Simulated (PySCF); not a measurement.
Radial density of Mo⁺ (molybdenum, charge +1)

UHF, [Kr] 4d5, high-spin 6S determinant. Calculation: PySCF 2.14, in aug-cc-pwCVTZ-PP with ECP28MDF (8s8p7d4f3g, 122 functions); a scalar-relativistic core potential. This is the valence pseudo-density: the core potential removes the inner electrons and smooths the orbitals near the nucleus.

```tsv
r (bohr)	4πr²ρ (e/bohr)	4πr²(ρα − ρβ)
0.0347	1.792e-05	0.0000
0.0584	4.567e-05	0.0000
0.0983	0.0001683	0.0000
0.165	0.001466	0.0004
0.278	0.02395	0.0063
0.468	0.6518	0.1056
0.787	7.294	1.0861
1.32	9.641	3.0277
2.23	2.385	1.7254
3.74	0.2301	0.2253
6.30	0.003705	0.0037
```

Energies and moments cover only the electrons outside the core potential.
